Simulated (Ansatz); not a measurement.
Coupled-cluster diagnostics for GeF2Cl2 (GeCl₂F₂), Ansatz.

Geometry of the singlet (PBE-D4/def2-SVP):

```xyz
5

Ge    0.0028   -0.0342   -0.0439
F    -1.2710   -1.0234   -0.6759
F     1.3806   -0.3245   -1.0527
Cl    0.4442   -0.6334    1.9507
Cl   -0.5566    2.0156   -0.1782
```

Correlated methods freeze 21 core orbitals; core or outer-core shells of Ge are correlated, in sets that lack core-valence functions.

Problem. Estimate the CCSD(T) correlation energy, the shares of MP2 and (T), T1 and the reference's ⟨S²⟩ for: charge 0, singlet, own geometry in def2-TZVPP; and the rough time on 4 threads of Arm Neoverse N1 on a shared host.

Solution. 
```tsv
state	basis	correlation (eV)	MP2 share (%)	(T) share (%)	T1	⟨S²⟩ (pure)	wall time
charge 0, singlet, own geometry	def2-TZVPP	-32.077	94.6	3.6	0.011	0.00 (0.00)	2.4 min
```
Customary marks for T1 are 0.02 (closed shells), 0.045 (open shells) and about 0.05 (3d metals). T1 stays under 0.02 throughout.
